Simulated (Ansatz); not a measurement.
## Molecular dynamics of F3H2NZr

Input file:

```yaml
crystal:
  periodic: [false, false, false]
  atoms:
    - { symbol: Zr, position_ang: [0.064433, -0.008631, 0.062432] }
    - { symbol: F, position_ang: [-0.090045, -0.20957, 1.939742] }
    - { symbol: F, position_ang: [1.861247, 0.157161, -0.586553] }
    - { symbol: F, position_ang: [-0.979873, 1.401651, -0.717704] }
    - { symbol: "N", position_ang: [-0.890638, -1.729746, -0.685423] }
    - { symbol: H, position_ang: [-1.340835, -2.315386, 0.052258] }
    - { symbol: H, position_ang: [-1.114793, -2.153736, -1.540027] }
basis:
  gaussian: { orbitals: def2-SVP }
hamiltonian:
  xc: pbe
md:
  timestep: 0.5
  n_steps: 150
  ensemble: nve
  temperature: 100.0
  initial_velocities: maxwell_boltzmann
  seed: 212911
```

Run as:

```bash
$ ansatz run input.yaml --threads 1 --pin off --max-ram 2048MiB --backend cpu --events-out ev --progress --plain --runs-dir out
```

It goes on from the last frame of an earlier run, with new velocities.

Output, in part (one step line in 6, the closing report, with atoms numbered from 0):

```
md step     0: t =     0.00 fs  T =   100.0 K  F+E_penalty+E_count = -10945.03226322 eV  E_kin = 0.064630 eV  conserved = -10944.96763322 eV  (28 SCF iters)
md step     6: t =     3.00 fs  T =   156.7 K  F+E_penalty+E_count = -10945.07006621 eV  E_kin = 0.101279 eV  conserved = -10944.96878684 eV  (30 SCF iters)
md step    12: t =     6.00 fs  T =   157.8 K  F+E_penalty+E_count = -10945.07033451 eV  E_kin = 0.102007 eV  conserved = -10944.96832778 eV  (29 SCF iters)
md step    18: t =     9.00 fs  T =   186.5 K  F+E_penalty+E_count = -10945.08843864 eV  E_kin = 0.120516 eV  conserved = -10944.96792234 eV  (29 SCF iters)
md step    24: t =    12.00 fs  T =   296.0 K  F+E_penalty+E_count = -10945.16045480 eV  E_kin = 0.191274 eV  conserved = -10944.96918056 eV  (29 SCF iters)
md step    30: t =    15.00 fs  T =   251.7 K  F+E_penalty+E_count = -10945.13073598 eV  E_kin = 0.162644 eV  conserved = -10944.96809231 eV  (29 SCF iters)
md step    36: t =    18.00 fs  T =   265.2 K  F+E_penalty+E_count = -10945.13985565 eV  E_kin = 0.171400 eV  conserved = -10944.96845611 eV  (29 SCF iters)
md step    42: t =    21.00 fs  T =   282.9 K  F+E_penalty+E_count = -10945.15213256 eV  E_kin = 0.182851 eV  conserved = -10944.96928169 eV  (30 SCF iters)
md step    48: t =    24.00 fs  T =   170.7 K  F+E_penalty+E_count = -10945.07819825 eV  E_kin = 0.110333 eV  conserved = -10944.96786533 eV  (30 SCF iters)
md step    54: t =    27.00 fs  T =   221.3 K  F+E_penalty+E_count = -10945.11191777 eV  E_kin = 0.143004 eV  conserved = -10944.96891398 eV  (30 SCF iters)
md step    60: t =    30.00 fs  T =   246.0 K  F+E_penalty+E_count = -10945.12800035 eV  E_kin = 0.158981 eV  conserved = -10944.96901907 eV  (29 SCF iters)
md step    66: t =    33.00 fs  T =   205.7 K  F+E_penalty+E_count = -10945.10084970 eV  E_kin = 0.132935 eV  conserved = -10944.96791516 eV  (29 SCF iters)
md step    72: t =    36.00 fs  T =   294.9 K  F+E_penalty+E_count = -10945.15980195 eV  E_kin = 0.190596 eV  conserved = -10944.96920588 eV  (29 SCF iters)
md step    78: t =    39.00 fs  T =   237.9 K  F+E_penalty+E_count = -10945.12210240 eV  E_kin = 0.153749 eV  conserved = -10944.96835378 eV  (29 SCF iters)
md step    84: t =    42.00 fs  T =   206.9 K  F+E_penalty+E_count = -10945.10191049 eV  E_kin = 0.133740 eV  conserved = -10944.96817015 eV  (29 SCF iters)
md step    90: t =    45.00 fs  T =   222.7 K  F+E_penalty+E_count = -10945.11281195 eV  E_kin = 0.143953 eV  conserved = -10944.96885915 eV  (29 SCF iters)
md step    96: t =    48.00 fs  T =   146.5 K  F+E_penalty+E_count = -10945.06249004 eV  E_kin = 0.094696 eV  conserved = -10944.96779417 eV  (29 SCF iters)
md step   102: t =    51.00 fs  T =   191.1 K  F+E_penalty+E_count = -10945.09206166 eV  E_kin = 0.123483 eV  conserved = -10944.96857912 eV  (29 SCF iters)
md step   108: t =    54.00 fs  T =   201.6 K  F+E_penalty+E_count = -10945.09871943 eV  E_kin = 0.130275 eV  conserved = -10944.96844406 eV  (29 SCF iters)
md step   114: t =    57.00 fs  T =   212.8 K  F+E_penalty+E_count = -10945.10558287 eV  E_kin = 0.137559 eV  conserved = -10944.96802392 eV  (29 SCF iters)
md step   120: t =    60.00 fs  T =   289.8 K  F+E_penalty+E_count = -10945.15624030 eV  E_kin = 0.187275 eV  conserved = -10944.96896529 eV  (29 SCF iters)
md step   126: t =    63.00 fs  T =   253.7 K  F+E_penalty+E_count = -10945.13220862 eV  E_kin = 0.163961 eV  conserved = -10944.96824753 eV  (29 SCF iters)
md step   132: t =    66.00 fs  T =   266.1 K  F+E_penalty+E_count = -10945.14052160 eV  E_kin = 0.171985 eV  conserved = -10944.96853641 eV  (29 SCF iters)
md step   138: t =    69.00 fs  T =   251.4 K  F+E_penalty+E_count = -10945.13148371 eV  E_kin = 0.162480 eV  conserved = -10944.96900325 eV  (29 SCF iters)
md step   144: t =    72.00 fs  T =   151.9 K  F+E_penalty+E_count = -10945.06631212 eV  E_kin = 0.098149 eV  conserved = -10944.96816267 eV  (29 SCF iters)
md step   150: t =    75.00 fs  T =   148.1 K  F+E_penalty+E_count = -10945.06443871 eV  E_kin = 0.095700 eV  conserved = -10944.96873895 eV  (28 SCF iters)
Total energy: -10945.06451628 eV, -402.2237021420 hartree
Atom 0 at    -0.015272    -0.041208     0.036997 Å, force     0.948857     1.502213     1.267535 eV/Å
Atom 1 at     0.070531    -0.045949     1.993038 Å, force    -0.164392    -0.217439    -0.705839 eV/Å
Atom 2 at     1.823385     0.039267    -0.495787 Å, force     0.110951     0.027807    -0.015579 eV/Å
Atom 3 at    -0.918674     1.493187    -0.650200 Å, force    -0.204480     0.107144    -0.137996 eV/Å
Atom 4 at    -0.672869    -1.698167    -0.786519 Å, force     0.135941    -2.000825     0.858654 eV/Å
Atom 5 at    -0.381823    -2.586339    -0.288559 Å, force    -0.256302     0.766158    -0.585363 eV/Å
Atom 6 at    -1.353041    -1.960520    -1.480083 Å, force    -0.570575    -0.185057    -0.681412 eV/Å
Dipole moment:    -0.390795    -0.563373    -0.216810 e Å
```

The run went to its last step. The conserved energy stayed within 0.25 meV per atom of its start (net change -0.16 meV per atom), so the integration is sound. The kinetic energy rose, since the run started high on the potential surface and went downhill. A run of 0.075 ps of so small a system gives no equilibrium averages.

The same pairs are bonded in the first frame and the last. Pairs count as bonded within 1.25 times the sum of covalent radii (0.12 Å more for H–H).

Last frame:

```xyz
7
Properties=species:S:1:pos:R:3
Zr -0.015 -0.041 0.037
F 0.070 -0.046 1.993
F 1.823 0.039 -0.496
F -0.919 1.493 -0.650
N -0.673 -1.698 -0.786
H -0.382 -2.586 -0.289
H -1.353 -1.960 -1.480
```

Run time: 6.2 min on 1 thread of Intel(R) Xeon(R) Platinum 8488C (Sapphire Rapids), with other jobs on the host, peak memory 0.14 GiB.
